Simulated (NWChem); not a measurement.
# SiNH3, singlet; SMILES N[SiH]

Low-valent species are run as closed-shell singlets; no triplet was tried in these runs.

Q: Give the equilibrium geometry at PBE0/def2-SVP (NWChem) as an XYZ file, with the point group.

A: point group Cs; any orientation.
```
5

Si     0.1161    -0.6872     0.0000
H     -1.4100    -0.8864     0.0000
N      0.0170     1.0284     0.0000
H     -0.8303     1.5879     0.0000
H      0.8492     1.6100     0.0000
```
